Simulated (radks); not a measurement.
The numbers below are computed, except where a source is named.
Effect of the nuclear size on the mercury ion Hg3+, [Xe] 4f14 5d9. Level of theory: Dirac Kohn-Sham, relativistic LDA (MacDonald-Vosko exchange, VWN5 correlation), spin-unpolarised, spherical densities, finite nucleus; open shells are shared between the two j in proportion to 2j + 1; Fermi nuclear charge, rms radius 5.4648 fm (a radial shooting solver on a logarithmic mesh with Libxc functionals). The rms radius is varied about that value; shifts are against it.

rms radius (fm)	total energy shift (eV)	density at nucleus (e/bohr^3)	1s1/2 shift (meV)	2s1/2 shift (meV)	5s1/2 shift (meV)	5p1/2 shift (meV)	5d5/2 shift (meV)	6s1/2 (empty) shift (meV)	6p1/2 (empty) shift (meV)
4.4921	-34.8	2.48e+06	-13800	-2070	-24.8	-0.564	0.318	-3.80	-0.177
5.1533	-11.6	2.344e+06	-4610	-687	-8.24	-0.188	0.106	-1.26	-0.059
5.4648	0	2.288e+06	0.000	0.000	0.000	0.000	0.000	0.000	0.000
5.8419	14.6	2.226e+06	5790	864	10.3	0.238	-0.133	1.59	0.074
6.1424	26.6	2.18e+06	10600	1580	18.9	0.435	-0.243	2.90	0.135

Slopes of the eigenvalues against <r^2> in GHz/fm^2, as finite differences over the two radii next to the reference (eigenvalue slopes, not the field-shift constants of lines): 1s1/2 332000, 2s1/2 49500, 5s1/2 594, 5p1/2 13.6, 5d5/2 -7.63, 6s1/2 (empty) 91.1, 6p1/2 (empty) 4.25.
